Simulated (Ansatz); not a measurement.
`C[CH](F)[InH2]`. Total charge 0; spin multiplicity 1. Correlated methods include outer-core shells of In, which these sets cover unevenly. In: def2 effective core potential.

| atom | x (Å) | y (Å) | z (Å) |
| --- | --- | --- | --- |
| C1 | -0.053 | -0.064 | -1.384 |
| C2 | -0.557 | -0.378 | -0.003 |
| F3 | -0.354 | -1.755 | 0.252 |
| In4 | 0.503 | 0.569 | 1.673 |
| H5 | -0.548 | -0.689 | -2.135 |
| H6 | 1.025 | -0.216 | -1.468 |
| H7 | -0.266 | 0.982 | -1.626 |
| H8 | -1.637 | -0.220 | 0.057 |
| H9 | 2.217 | 0.741 | 1.523 |
| H10 | -0.332 | 1.029 | 3.112 |

Question: Give the diagnostics of a CCSD(T)/def2-TZVPP run (frozen core, Ansatz). (An estimate is asked.)

Answer: The calculation gave: T1 = 0.0132, largest single amplitude 0.026, largest double 0.043, (T) share of the correlation energy 3.2 %, 11 CCSD cycles. The RHF solution is stable towards an unrestricted one. T1 lies under the customary mark of 0.02 for closed shells.
